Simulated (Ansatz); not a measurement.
**One elementary step**

Start structure (SiH5Cl2OF, closed shell), relaxed at PBE0-D4/def2-TZVP:

Si1  (-0.603, -0.844, -0.990)
H2  (0.555, -0.147, -1.561)
Cl3  (-0.948, -2.477, -2.189)
Cl4  (-0.085, -1.641, 0.864)
H5  (-1.888, -0.143, -0.883)
H6  (0.617, 1.574, 0.673)
O7  (-0.229, 1.563, 0.205)
H8  (1.480, -0.269, 1.450)
F9  (1.979, 0.511, 1.590)
H10  (-0.879, 1.873, 0.841)
(Å)

The step: SiH₂Cl₂ ([Cl][SiH2][Cl]) + H₂O + HF → SiH₂Cl₂O ([OH][SiH]([Cl])[Cl]) + HF + H₂; bonds formed: Si1–O7, H2–H8, H6–F9; bonds broken: Si1–H2, H6–O7, H8–F9. Computed with Ansatz 0.2.0 (basis: def2-TZVPP and def2-QZVPP); correlated methods freeze the cores. Extrapolation: Hartree–Fock as exp(−7.88 √X), correlation as X^−2.97. Energies below are by CCSD(T) at an estimated basis limit (MP2 extrapolated from triple and quadruple zeta, plus CCSD(T) − MP2 in triple zeta).

(1) What are the electronic barrier and the energy of the step, from the start structure to the end structure? (To be estimated.)

The T1 diagnostic stays at or below 0.011.

Results:

(1) By the calculation: Barrier 1.361 eV; step energy -0.811 eV (downhill); reverse barrier, their difference, 2.173 eV. Barrier and step energy count from the start structure, the reverse barrier from the end structure.

The saddle point: One imaginary mode of 1158i cm⁻¹.
| pair | start (Å) | saddle (Å) | end (Å) |
| --- | --- | --- | --- |
| Si1–O7 | 2.71 | 1.78 | 1.64 |
| H2–H8 | 3.15 | 0.98 | 0.75 |
| H6–F9 | 1.96 | 1.22 | 0.94 |
| Si1–H2 | 1.47 | 1.68 | 4.57 |
| H6–O7 | 0.97 | 1.12 | 1.73 |
| H8–F9 | 0.94 | 1.17 | 2.83 |

Zero-point energy (harmonic, PBE0-D4): ZPE is 1.555 eV at the start and 1.482 eV at the saddle, so the barrier goes from 1.361 to 1.289 eV.

Labels in which every atom is bracketed show which atoms are joined, not bond orders.

For scale, one of the runs: CCSD(T)/def2-TZVPP, 258 basis functions, launched by `ansatz run in.yaml --threads 8 --pin off --events-out ev --progress --plain --max-ram 19148MiB`. Time: 82 s of wall clock on 8 CPU threads of an Intel Xeon Platinum 8259CL; the host was shared. Peak host memory: 5.8 GiB.
